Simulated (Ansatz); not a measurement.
Ansatz results at the PBE0-D4/def2-TZVP geometry: HOMO energy (PBE0/def2-TZVPP) -6.23 eV; size of the dipole moment (PBE/def2-TZVPP) 2.31 D; LUMO energy (PBE0/def2-TZVPP) -1.49 eV.

Each molecule was computed in one conformer, which needn't be the lowest.

**Question.** Which molecule gave them?
A. `[CH3][Y]([CH3])[F]`
B. `[OH][Y]([Cl])[Cl]`
C. `[CH3][Y]([OH])[OH]`
D. `C[O][Y]([CH3])[F]`

**Answer.** C. The others give `C[O][Y]([CH3])[F]`: -6.54, 2.87, -1.81; `[OH][Y]([Cl])[Cl]`: -8.70, 3.06, -2.35; `[CH3][Y]([CH3])[F]`: -6.52, 3.70, -1.94.
